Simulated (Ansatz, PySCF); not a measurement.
Pair of molecules: C2H4 (SMILES C=C) (first 6 atoms) with CH3NO (SMILES NC=O); geometry from B3LYP-D3(BJ)/def2-TZVP, rigid monomers moved along the line of their centres of mass till C1···H10 is 2.94 Å.
(charge 0, multiplicity 1):
```xyz
12

C      0.45192     0.47743     0.73908
C     -0.42316    -0.51409     0.63306
H      1.20962     0.46829     1.51333
H      0.44869     1.31843     0.05562
H     -1.18063    -0.52779    -0.14183
H     -0.39737    -1.35252     1.31865
N     -0.97348     0.46715     4.30777
C     -0.08498    -0.37806     4.87946
O      0.73557    -1.03701     4.27728
H     -0.97788     0.57768     3.30361
H     -1.62822     0.98298     4.86809
H     -0.17906    -0.41333     5.98048
```

Counterpoise-corrected where a basis set is named; no monomer relaxation.

Correlated levels freeze the cores.

Programs: Ansatz (Gaussian orbitals); PySCF for the dispersion terms. 

PBE/def2-TZVPPD gives -2.27 kcal/mol for the interaction energy.

Question: How do the other levels lie against it? Give each less PBE: PBE-D3(BJ)/def2-TZVPPD, r2SCAN/def2-TZVPPD, PBE0/def2-TZVPPD, wB97M-V/def2-TZVPPD, MP2/aug-cc-pVDZ, CCSD(T)/aug-cc-pVDZ.

Answer: PBE-D3(BJ)/def2-TZVPPD -1.06; r2SCAN/def2-TZVPPD -0.42; PBE0/def2-TZVPPD -0.03; wB97M-V/def2-TZVPPD -0.76; MP2/aug-cc-pVDZ -0.54; CCSD(T)/aug-cc-pVDZ -0.45 kcal/mol. 0 of 6 lie above PBE; the widest gap is to PBE-D3(BJ)/def2-TZVPPD.

Ansatz is a quantum-chemistry and plane-wave program.
